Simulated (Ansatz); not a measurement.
Cartesian coordinates (Å):
SMILES: [NH2][In]([NH2])[CH3]
```xyz
11

C      1.9753    -0.2396    -0.2056
In    -0.1568     0.0181     0.0144
N     -1.0470     1.7789     0.5455
N     -1.5259    -1.4695    -0.2782
H      2.3544     0.4433    -0.9646
H      2.4677    -0.0183     0.7406
H      2.2025    -1.2630    -0.4974
H     -0.5622     2.6464     0.3658
H     -2.0298     1.8994     0.3449
H     -2.4464    -1.3641     0.1245
H     -1.2317    -2.4315    -0.1900
```
Charge 0, multiplicity 1.

Level of theory: frozen-core CCSD(T)/def2-TZVPP // B3LYP-D3(BJ)/def2-TZVP (Ansatz, a first-principles code).

| Quantity | Result |
|---|---|
| HF energy | -340.12361 Ha |
| MP2 correlation energy | -0.91328 Ha |

Problem. Estimate the CCSD correlation energy, the (T) correction, the total energy and the T1 diagnostic.

Solution. 
| Property | Value |
|---|---|
| CCSD correlation energy | -0.93337 Ha |
| (T) correction | -0.03455 Ha |
| CCSD(T) total energy | -341.09154 Ha |
| T1 diagnostic | 0.014 |
